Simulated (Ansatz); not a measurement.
Geometry optimisation of `Oc1cc2c3ccccc3c3c4ccccc4c4ccccc4c3c2c2ccccc12` with charge -1.

```yaml
crystal:
  periodic: [false, false, false]
  atoms:
    - {symbol: O, position_ang: [4.743644, -2.160099, 1.637208]}
    - {symbol: C, position_ang: [3.556486, -1.662371, 1.198245]}
    - {symbol: C, position_ang: [2.332979, -2.140424, 1.625597]}
    - {symbol: C, position_ang: [1.103177, -1.551837, 1.200102]}
    - {symbol: C, position_ang: [-0.179298, -2.082425, 1.644359]}
    - {symbol: C, position_ang: [-0.270208, -3.094294, 2.634837]}
    - {symbol: C, position_ang: [-1.494834, -3.600243, 3.058821]}
    - {symbol: C, position_ang: [-2.686916, -3.075230, 2.518743]}
    - {symbol: C, position_ang: [-2.629790, -2.087923, 1.540367]}
    - {symbol: C, position_ang: [-1.389786, -1.585022, 1.051571]}
    - {symbol: C, position_ang: [-1.327646, -0.467890, 0.121706]}
    - {symbol: C, position_ang: [-2.450651, -0.027357, -0.703375]}
    - {symbol: C, position_ang: [-3.456209, -0.931791, -1.144773]}
    - {symbol: C, position_ang: [-4.474501, -0.528732, -2.006117]}
    - {symbol: C, position_ang: [-4.522702, 0.801930, -2.467383]}
    - {symbol: C, position_ang: [-3.524125, 1.695892, -2.087472]}
    - {symbol: C, position_ang: [-2.473373, 1.308797, -1.220388]}
    - {symbol: C, position_ang: [-1.405119, 2.225188, -0.837725]}
    - {symbol: C, position_ang: [-1.515647, 3.628732, -1.004863]}
    - {symbol: C, position_ang: [-0.499641, 4.490575, -0.600378]}
    - {symbol: C, position_ang: [0.656642, 3.965868, 0.014469]}
    - {symbol: C, position_ang: [0.792289, 2.591503, 0.181831]}
    - {symbol: C, position_ang: [-0.211933, 1.686686, -0.261329]}
    - {symbol: C, position_ang: [-0.117631, 0.254231, 0.026076]}
    - {symbol: C, position_ang: [1.130228, -0.422772, 0.338097]}
    - {symbol: C, position_ang: [2.396224, -0.065769, -0.288655]}
    - {symbol: C, position_ang: [2.484138, 0.768048, -1.442059]}
    - {symbol: C, position_ang: [3.706577, 1.092256, -2.016897]}
    - {symbol: C, position_ang: [4.914271, 0.595552, -1.470732]}
    - {symbol: C, position_ang: [4.867129, -0.277319, -0.392431]}
    - {symbol: C, position_ang: [3.622071, -0.643938, 0.186123]}
    - {symbol: H, position_ang: [4.562500, -2.854468, 2.297474]}
    - {symbol: H, position_ang: [2.321488, -2.995435, 2.317510]}
    - {symbol: H, position_ang: [0.646452, -3.480706, 3.100191]}
    - {symbol: H, position_ang: [-1.529321, -4.382453, 3.832127]}
    - {symbol: H, position_ang: [-3.664218, -3.424498, 2.885069]}
    - {symbol: H, position_ang: [-3.566880, -1.646017, 1.179742]}
    - {symbol: H, position_ang: [-3.396010, -1.987277, -0.849336]}
    - {symbol: H, position_ang: [-5.222986, -1.261187, -2.344749]}
    - {symbol: H, position_ang: [-5.321941, 1.125876, -3.151027]}
    - {symbol: H, position_ang: [-3.533932, 2.715759, -2.497229]}
    - {symbol: H, position_ang: [-2.436844, 4.050579, -1.431170]}
    - {symbol: H, position_ang: [-0.614503, 5.577217, -0.731671]}
    - {symbol: H, position_ang: [1.444926, 4.640544, 0.381310]}
    - {symbol: H, position_ang: [1.678828, 2.195486, 0.693729]}
    - {symbol: H, position_ang: [1.562968, 1.149090, -1.899575]}
    - {symbol: H, position_ang: [3.729785, 1.732179, -2.912159]}
    - {symbol: H, position_ang: [5.880471, 0.870820, -1.920066]}
    - {symbol: H, position_ang: [5.783370, -0.725331, 0.016274]}
basis:
  gaussian: {orbitals: def2-SVP, fitting: {mean_field: def2-universal-jkfit}}
total_charge: -1
magnetization: {spin_polarized: true, initial_magnetization: 1}
hamiltonian: {xc: pbe, dispersion: d4}
scf: {lower_state_search: "off"}
output: {orbitals: {seedname: orbitals}}
relax: {f_tol: 0.03, max_steps: 70}
```

```sh
$ ansatz run in.yaml --threads 2 --pin off --events-out ev --progress --plain --max-ram 32768MiB --backend cuda --devices 0, --max-vram 18GiB
```

Shortened log:

```
Functional definition: PBE
mean field -33386.71177156 eV, -1226.9390272789 hartree, gradient 1.8e-6 eV, S^2 0.753355; 0 other end points of the search recorded, 0 dependent functions left out
relax step   1: F+E_penalty+E_count = -33389.15399608 eV  Δ(F+E_penalty+E_count) = +0.000e0 eV  max|allowed force component| = 1.261e0 eV/Å  Δτ_max = 0.0000 Å  (34 SCF iters, accepted)
mean field -33386.78915602 eV, -1226.9418711051 hartree, gradient 2.3e-6 eV, S^2 0.753630; 0 other end points of the search recorded, 0 dependent functions left out
relax step   2: F+E_penalty+E_count = -33389.22074934 eV  Δ(F+E_penalty+E_count) = -6.675e-2 eV  max|allowed force component| = 6.442e-1 eV/Å  Δτ_max = 0.0412 Å  (33 SCF iters, accepted)
mean field -33386.80942997 eV, -1226.9426161593 hartree, gradient 2.4e-6 eV, S^2 0.753847; 0 other end points of the search recorded, 0 dependent functions left out
relax step   3: F+E_penalty+E_count = -33389.24083077 eV  Δ(F+E_penalty+E_count) = -2.008e-2 eV  max|allowed force component| = 1.014e-1 eV/Å  Δτ_max = 0.0575 Å  (31 SCF iters, accepted)
mean field -33386.81250263 eV, -1226.9427290775 hartree, gradient 3.1e-6 eV, S^2 0.753851; 0 other end points of the search recorded, 0 dependent functions left out
relax step   4: F+E_penalty+E_count = -33389.24305230 eV  Δ(F+E_penalty+E_count) = -2.222e-3 eV  max|allowed force component| = 5.299e-2 eV/Å  Δτ_max = 0.0226 Å  (29 SCF iters, accepted)
mean field -33386.81238212 eV, -1226.9427246488 hartree, gradient 7.8e-6 eV, S^2 0.753844; 0 other end points of the search recorded, 0 dependent functions left out
relax step   5: F+E_penalty+E_count = -33389.24347188 eV  Δ(F+E_penalty+E_count) = -4.196e-4 eV  max|allowed force component| = 2.393e-2 eV/Å  Δτ_max = 0.0062 Å  (21 SCF iters, accepted)
Total energy: -33389.24354091 eV, -1227.0320680864 hartree
Atom 0 at     4.754521    -2.215452     1.630363 Å, force     0.014405    -0.000778    -0.006496 eV/Å
Atom 1 at     3.566995    -1.681816     1.176510 Å, force     0.003885    -0.002854     0.000238 eV/Å
Atom 2 at     2.329249    -2.156649     1.593504 Å, force     0.004969    -0.012310     0.005514 eV/Å
Atom 3 at     1.103948    -1.562206     1.187085 Å, force    -0.007836     0.012569    -0.006985 eV/Å
Atom 4 at    -0.187421    -2.077042     1.660225 Å, force    -0.003240     0.008494    -0.001202 eV/Å
Atom 5 at    -0.271715    -3.078194     2.653113 Å, force    -0.001438    -0.003509     0.007632 eV/Å
Atom 6 at    -1.494133    -3.609997     3.086384 Å, force     0.004506    -0.006049     0.004544 eV/Å
Atom 7 at    -2.684486    -3.105009     2.530174 Å, force    -0.003518     0.004422    -0.000752 eV/Å
Atom 8 at    -2.638225    -2.110837     1.553778 Å, force    -0.004565     0.000050     0.002649 eV/Å
Atom 9 at    -1.405186    -1.570190     1.066946 Å, force     0.005539    -0.002172    -0.006893 eV/Å
Atom 10 at    -1.345270    -0.474307     0.129631 Å, force     0.021905     0.002392     0.006669 eV/Å
Atom 11 at    -2.447919    -0.043904    -0.708847 Å, force    -0.014651     0.007287    -0.008170 eV/Å
Atom 12 at    -3.489419    -0.923339    -1.138036 Å, force     0.009380    -0.001400     0.004839 eV/Å
Atom 13 at    -4.508161    -0.506614    -1.996900 Å, force    -0.006083    -0.001551    -0.006160 eV/Å
Atom 14 at    -4.528080     0.811436    -2.488782 Å, force    -0.001229    -0.001775     0.000156 eV/Å
Atom 15 at    -3.497282     1.685929    -2.115768 Å, force    -0.005511     0.004857    -0.007504 eV/Å
Atom 16 at    -2.463476     1.297084    -1.237129 Å, force     0.007277    -0.008290     0.005733 eV/Å
Atom 17 at    -1.403147     2.225568    -0.825165 Å, force     0.000950     0.000417     0.002668 eV/Å
Atom 18 at    -1.529605     3.624414    -0.984231 Å, force    -0.005514     0.004140    -0.000731 eV/Å
Atom 19 at    -0.516898     4.510762    -0.602937 Å, force     0.001729     0.004417     0.000795 eV/Å
Atom 20 at     0.656369     3.990225    -0.014125 Å, force    -0.001369     0.004031     0.002370 eV/Å
Atom 21 at     0.803338     2.618746     0.165154 Å, force     0.006053    -0.007099    -0.004396 eV/Å
Atom 22 at    -0.200147     1.687670    -0.246717 Å, force     0.001249    -0.000905     0.000764 eV/Å
Atom 23 at    -0.100133     0.266667     0.026654 Å, force    -0.023930    -0.000836    -0.003480 eV/Å
Atom 24 at     1.130598    -0.423423     0.323145 Å, force     0.018581    -0.012499     0.003544 eV/Å
Atom 25 at     2.410315    -0.082680    -0.298937 Å, force    -0.011371    -0.004946     0.004718 eV/Å
Atom 26 at     2.500729     0.744835    -1.450229 Å, force     0.002829     0.009693     0.000845 eV/Å
Atom 27 at     3.724660     1.100006    -2.014054 Å, force    -0.007125     0.000272    -0.004769 eV/Å
Atom 28 at     4.933226     0.623370    -1.448592 Å, force     0.008255     0.001270     0.002383 eV/Å
Atom 29 at     4.889693    -0.256012    -0.374789 Å, force     0.001003     0.002095     0.000429 eV/Å
Atom 30 at     3.642665    -0.657536     0.188936 Å, force    -0.002826     0.002663    -0.001847 eV/Å
Atom 31 at     4.523953    -2.901478     2.282263 Å, force    -0.017243     0.003799     0.000307 eV/Å
Atom 32 at     2.312514    -3.019048     2.279615 Å, force     0.001005     0.000782    -0.002451 eV/Å
Atom 33 at     0.652576    -3.452157     3.118103 Å, force    -0.001508     0.001188    -0.001140 eV/Å
Atom 34 at    -1.517977    -4.391211     3.862255 Å, force     0.001543     0.003671    -0.001164 eV/Å
Atom 35 at    -3.662218    -3.474338     2.881744 Å, force     0.000591     0.002306    -0.003107 eV/Å
Atom 36 at    -3.581288    -1.684084     1.188465 Å, force    -0.000507    -0.003884     0.001517 eV/Å
Atom 37 at    -3.453008    -1.976263    -0.827842 Å, force    -0.004329     0.001381    -0.001152 eV/Å
Atom 38 at    -5.281400    -1.227434    -2.310804 Å, force     0.003471     0.000138     0.003376 eV/Å
Atom 39 at    -5.321043     1.145875    -3.176066 Å, force     0.003321     0.000545     0.000662 eV/Å
Atom 40 at    -3.484097     2.703212    -2.535891 Å, force     0.001686    -0.002482     0.001359 eV/Å
Atom 41 at    -2.464536     4.030234    -1.400091 Å, force     0.001070    -0.002758     0.001427 eV/Å
Atom 42 at    -0.647725     5.596361    -0.734221 Å, force    -0.000549    -0.002973     0.000325 eV/Å
Atom 43 at     1.452403     4.670532     0.330309 Å, force     0.000695    -0.003131    -0.000629 eV/Å
Atom 44 at     1.705404     2.233279     0.659616 Å, force     0.000243     0.002856    -0.000753 eV/Å
Atom 45 at     1.570780     1.113129    -1.902954 Å, force    -0.001019    -0.001555     0.000699 eV/Å
Atom 46 at     3.746464     1.743413    -2.907564 Å, force     0.001003    -0.001565     0.001794 eV/Å
Atom 47 at     5.902600     0.921805    -1.880110 Å, force    -0.001769    -0.000448     0.002566 eV/Å
Atom 48 at     5.810988    -0.683331     0.046827 Å, force    -0.000014     0.000033    -0.000739 eV/Å
Dipole moment:     0.363347    -0.179549     0.155361 e Å
Checks for a lower state left out: stability, starts, cluster_reference, orbital_swaps, neighbouring_geometries, increment
```

It took 34 s on 2 threads of AMD EPYC 7R13 on a shared host and a share (18 GiB) of an NVIDIA H100 80GB HBM3.

Single mean-field runs in def2-SVP are fitted with def2-universal-jkfit. The highest occupied level of the relaxed charge -1 doublet lies above zero (up to 0.83 eV). By energy differences its removal costs 0.70 eV (each at its own geometry, to the charge 0 singlet, at PBE0-D4/def2-TZVP). The relaxation made no stability test and no search for a lower SCF solution.
